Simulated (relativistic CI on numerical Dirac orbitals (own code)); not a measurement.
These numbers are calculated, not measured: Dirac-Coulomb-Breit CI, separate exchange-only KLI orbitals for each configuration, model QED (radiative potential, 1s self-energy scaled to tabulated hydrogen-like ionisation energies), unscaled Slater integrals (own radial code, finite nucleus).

The strongest absorption lines from the ground level of an ion, among the configurations computed and to levels below about 1240 eV (vacuum wavelength in nm, gf): 1.0112 (0.051), 1.0132 (0.028), 1.1642 (0.11), 1.1689 (0.06), 1.6254 (0.36), 1.6438 (0.21), 14.266 (0.41), 18.890 (0.15).

(1) Which ion is it?
A. Zr³¹⁺
B. Rb²⁶⁺
C. Pd³⁵⁺
D. Zr²⁹⁺

Answers

(1) D. Zr²⁹⁺ has 11 electrons and the ground level 3s ²S1/2; the strongest line goes to 3p ²P°3/2. The pattern of lines fixes the number of electrons, and along that sequence the line energies rise steadily with the charge (about as its square where n changes within one kind of shell, about linearly where n is kept but much faster in heavy ions where fine structure, which grows about as Z⁴, sets the gap, and irregularly where shells cross), which fixes Z. Configurations outside the model, such as inner-shell arrays, can give stronger lines. At this charge energies of transitions that change n are usually good to better than 1 %, and those within a shell (Δn = 0) to a few per cent.
